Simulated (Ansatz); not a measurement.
The Sn1–S2 bond of SnS is stretched (multiplicity 1).


Correlated levels freeze the cores. Filled d and f shells under p-block atoms count as core.

Programs: Ansatz (Gaussian basis) for Hartree–Fock, density functionals and correlated methods. Each number belongs to the level named beside it. In def2 rows elements past Kr take small-core potentials, without spin–orbit coupling.

Energies above the point at 2.223 Å (the B3LYP-D3(BJ) bond length), FIC-MRCISD+Q on CASSCF(10,8)/def2-SVP (kcal/mol): 22.24 at 2.000 Å; 5.91 at 2.445 Å; 99.98 at 8.891 Å.

### Question
Take the last value as the depth D of a Morse curve D(1 − e^(−a(R − R₀)))², fit a and R₀ to the two near points, and test it at 3.001 and 3.890 Å.

### Answer

With D = 100.0, both near points (counted from the curve's value at 2.223 Å) are met by a = 1.52 Å⁻¹ and R₀ = 2.256 Å, so k = 2Da² = 461 kcal/(mol Å²). The curve then gives 45.6 and 83.7 kcal/mol; the level itself gives 48.2 and 89.0, so Morse is off by -2.6 and -5.3.

Ansatz is a program for electronic structure.
